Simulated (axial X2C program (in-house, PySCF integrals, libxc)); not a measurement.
# Outer orbitals of HBr at 1.419 Å, BHandHLYP

Calculated with an axial X2C code built on PySCF integrals. Spin-free means the one-electron spin-free X2C Hamiltonian; two-component (2c) means X2C with spin–orbit coupling and atomic mean-field two-electron Coulomb and Gaunt terms, so the difference of the two also holds small scalar two-electron terms. Basis: Br dyall-cv4z [10s10p7d5f3g], H dyall-v4z [7s3p2d1f] (cores contracted in-house); Gaussian nuclei, density fitting, unrestricted open shells. Masses: Br 78.918 u, H 1.008 u.

The distance is close to the 2c PBE0 minimum; the highest filled and lowest empty levels are listed.

Spin-free orbitals, state M_S = 0, Λ = 0 (closed shell) (Löwdin shares):

```csv
symmetry,occupied,ε (eV),atomic character
σα,yes,-25.05,"71% Br s, 18% H s, 9% H p"
σα,yes,-13.78,"62% Br p, 28% H s, 7% Br s"
π+α,yes,-9.92,"91% Br p, 6% H p, 3% H d"
π-α,yes,-9.92,"91% Br p, 6% H p, 3% H d"
σα,no,0.09,"57% H s, 19% H p, 10% Br p"
σα,no,2.39,"47% H s, 24% Br d, 23% Br p"
σα,no,3.38,"68% Br p, 21% Br s, 5% H p"
π-α,no,3.69,98% Br p
π+α,no,3.69,98% Br p
```

One partner of each degenerate Kramers or spin pair is listed.

Spinors with spin–orbit coupling (state Ω = 0):

```
  ω  occupied  ε (eV)             atomic character    λ mixture
1/2       yes  -25.05    71% Br s, 18% H s, 9% H p       100% σ
1/2       yes  -13.79   62% Br p, 28% H s, 7% Br s       100% σ
1/2       yes  -10.09     91% Br p, 5% H p, 3% H d       100% π
3/2       yes   -9.75     91% Br p, 6% H p, 3% H d       100% π
1/2        no    0.09   57% H s, 19% H p, 10% Br p       100% σ
1/2        no    2.39  47% H s, 24% Br d, 23% Br p       100% σ
1/2        no    3.37   69% Br p, 20% Br s, 5% H p  97% σ, 3% π
1/2        no    3.66                     97% Br p  97% π, 3% σ
```

One partner of each degenerate Kramers or spin pair is listed.

(1) How does the gap between the highest filled and lowest empty level change from the spin-free to the 2c table?

Mulliken charges and populations of the two-component result (they depend on the basis, above all on diffuse functions):

Br -0.06 e (s 7.92 p 17.11 d 10.03 f 0.01), H 0.06 e (s 0.84 p 0.09 d 0.01).

The state is a single determinant with fixed occupations, the lowest that a limited PBE0 search found.

## Answers

(1) From 10.01 to 9.84 eV at BHandHLYP, a change of -0.17 eV.
